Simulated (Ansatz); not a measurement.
Species: LiO, net charge 0, doublet state. SMILES: [O][Li]
Geometry: optimised at B3LYP-D3(BJ)/def2-TZVP (Ansatz, a program for electronic structure).

Computed values are from Ansatz. Correlated levels leave the core frozen unless marked. Open shells are spin-unrestricted. No spin-orbit coupling. No relativistic terms. CBS(X,Y): correlation extrapolated as X^-3; Hartree-Fock from the larger set.

Task: What is the T1 diagnostic at CCSD/def2-QZVPPD?

Result: 0.016.

Task: What is the total energy at CCSD(T)/CBS(def2-TZVPPD,def2-QZVPPD)?

Result: -82.5705 Eh.

Task: What is the dipole moment at CCSD(T)/def2-SVPD?

Result: 6.72 D.

Task: What is the atomisation energy De at CCSD(T)/CBS(def2-TZVPPD,def2-QZVPPD)?

Result: 83.9 kcal/mol.
